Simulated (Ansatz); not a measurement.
Input (CCSDT(Q)/def2-QZVPPD; Ansatz, an electronic-structure program): A basis named .json is the Basis Set Exchange file of that set.

Ansatz 0.2 input:
```yaml
crystal:
  periodic: [false, false, false]
  atoms:
    - {symbol: Sn, position_ang: [0.00000000, 0.00000000, 0.00000000]}
basis:
  gaussian:
    orbitals: def2-QZVPPD.json
total_charge: -1
magnetization: {spin_polarized: true, initial_magnetization: 3}
correlation: {method: ccsdt_q, electrons: outside_noble_gas}
scf: {lower_state_search: full}
```

Output:

```
Functional definition: HF
integrals: 0.19 GiB planned
852 factors; integrals over basis functions are off by at most 1.8e-8 eV
mean field: 0.24 GiB planned
mean field evaluation 1: about -5805.8510 eV, gradient 6.4e0 eV
mean field evaluation 2: about -5805.8529 eV, gradient 6.4e0 eV
mean field evaluation 4: about -5806.2069 eV, gradient 1.0e0 eV
mean field evaluation 8: about -5806.2281 eV, gradient 2.8e-3 eV
mean field evaluation 16: about -5806.2248 eV, gradient 2.3e-1 eV
mean field evaluation 32: about -5804.2396 eV, gradient 7.2e-5 eV
mean field evaluation 64: about -5806.2281 eV, gradient 7.0e-5 eV
mean field evaluation 96: about -5802.7258 eV, gradient 2.8e0 eV
mean field evaluation 128: about -5803.1065 eV, gradient 1.2e0 eV
mean field evaluation 160: about -5802.7078 eV, gradient 4.6e-2 eV
mean field evaluation 192: about -5801.5283 eV, gradient 1.0e1 eV
mean field -5806.22812321 eV, -213.3749479251 hartree, gradient 1.4e-6 eV, S^2 3.754713; 3 other end points of the search recorded, 0 dependent functions left out
determinant -5806.22812321 eV, -213.3749479251 hartree, with singles and doubles -5808.26191035 eV, -213.4496882241 hartree
determinant -5804.23957294 eV, -213.3018700507 hartree, with singles and doubles -5806.08994009 eV, -213.3698697893 hartree
9 core orbitals not correlated
reference -5806.22812321 eV, -213.3749479251 hartree; 4, 1 occupied and 75, 78 virtual orbitals, 852 factors
second order -1.68164081 eV of doubles, -0.00000000 eV of singles
coupled cluster: 0.93 GiB planned
cycle   1  -1.90982716 eV  change   -2.3e-1 eV  update   5.5e-2
cycle   2  -2.10460453 eV  change   -1.9e-1 eV  update   2.4e-2
cycle   3  -2.09154696 eV  change    1.3e-2 eV  update   4.4e-3
cycle   4  -2.09367911 eV  change   -2.1e-3 eV  update   1.9e-3
cycle   5  -2.09403675 eV  change   -3.6e-4 eV  update   4.2e-4
cycle   6  -2.09390455 eV  change    1.3e-4 eV  update   1.8e-4
cycle   7  -2.09389918 eV  change    5.4e-6 eV  update   5.4e-5
cycle   8  -2.09392664 eV  change   -2.7e-5 eV  update   2.0e-5
cycle   9  -2.09392257 eV  change    4.1e-6 eV  update   8.7e-6
cycle  10  -2.09391993 eV  change    2.6e-6 eV  update   2.8e-6
cycle  11  -2.09392008 eV  change   -1.5e-7 eV  update   9.0e-7
cycle  12  -2.09392048 eV  change   -4.0e-7 eV  update   2.2e-7
perturbative correction -0.00352474 eV, -0.0001295317 hartree
Total energy: -5808.32556842 eV, -213.4520276149 hartree
```
